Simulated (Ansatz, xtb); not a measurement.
Relative energy of two isomers of BrH6NSi2

Structure a: `N[Si@H]([SiH3])Br`, a singlet. Structure b: `N[SiH2][SiH2]Br`, a singlet. Both are isolated molecules in the gas phase, relaxed with PBE0-D3(BJ)/def2-SVP; the shapes shown needn't be the lowest conformers.

a (Å):

```yaml
atoms:
  - { symbol: Br, position_ang: [-2.5412, 2.1665, -0.6458] }
  - { symbol: N, position_ang: [0.6544, 1.1503, -0.9999] }
  - { symbol: Si, position_ang: [-0.6846, 1.0876, 0.0771] }
  - { symbol: Si, position_ang: [-1.3556, -1.1348, 0.3512] }
  - { symbol: H, position_ang: [1.1675, 2.0191, -1.1121] }
  - { symbol: H, position_ang: [0.6134, 0.6420, -1.8771] }
  - { symbol: H, position_ang: [-0.2853, 1.7899, 1.3280] }
  - { symbol: H, position_ang: [-2.5855, -1.1961, 1.1951] }
  - { symbol: H, position_ang: [-0.2749, -1.9506, 0.9863] }
  - { symbol: H, position_ang: [-1.6565, -1.7000, -1.0009] }
```

b (Å):

```xyz
10

Br    0.8927    2.4621    0.2676
N    -1.9936    0.2207    0.9722
Si   -1.4338   -0.2039   -0.6094
Si    0.8342    0.3848   -0.6003
H    -1.7154    1.1244    1.3429
H    -2.9371   -0.0138    1.2611
H    -1.6086   -1.6744   -0.8179
H    -2.0775    0.4856   -1.7799
H     1.6713   -0.4826    0.2797
H     1.4594    0.4479   -1.9545
```

**Question.** Estimate E(b) − E(a) at the level CCSD(T)/def2-SVP + ΔMP2/def2-TZVPP.

**Answer.** Calculated at CCSD(T)/def2-SVP + ΔMP2/def2-TZVPP: E(b) − E(a) = +0.192 eV, so structure a lies lower.

How the difference moves with the method:

```
                             level              geometry  E(b) − E(a) (eV)  departure from the last row (eV)  job, with rough time for the two
                          GFN2-xTB              GFN2-xTB              −0.092                            −0.284              optimisation, 0.25 s
                         HF/STO-3G              GFN2-xTB              +0.218                            +0.026              single point, 0.48 s
                r2SCAN-D4/def2-SVP              GFN2-xTB              +0.248                            +0.056               single point, 4.4 s
              PBE0-D3(BJ)/def2-SVP  PBE0-D3(BJ)/def2-SVP              +0.220                            +0.029                optimisation, 50 s
                       HF/def2-SVP  PBE0-D3(BJ)/def2-SVP              +0.185                            −0.007           part of the CCSD(T) run
                      MP2/def2-SVP  PBE0-D3(BJ)/def2-SVP              +0.217                            +0.025           part of the CCSD(T) run
                  CCSD(T)/def2-SVP  PBE0-D3(BJ)/def2-SVP              +0.212                            +0.020                      single point
CCSD(T)/def2-SVP + ΔMP2/def2-TZVPP  PBE0-D3(BJ)/def2-SVP              +0.192                                                  single point, 41 s
```

As drawn, both hold the same kinds of bond in the same numbers.

GFN2-xTB puts the two in the other order. The largest departure from CCSD(T)/def2-SVP + ΔMP2/def2-TZVPP is that of GFN2-xTB, 0.284 eV. The last row adds to CCSD(T) the change of the MP2 difference between the two basis sets, here −0.020 eV.

With harmonic frequencies from PBE0-D3(BJ)/def2-SVP (ideal gas, rigid rotor, one conformer each, 298.15 K, 1 atm): on the last row, ΔE + ΔZPE = +0.198, ΔH = +0.193, ΔG = +0.194 eV.

The correlated steps freeze 20 core orbitals; the filled d shell of Br is correlated, in a basis made for valence electrons. Run with Ansatz 0.2.0, xtb 6.7.1; the last row on 2 threads of Arm Neoverse V1 on a shared host.
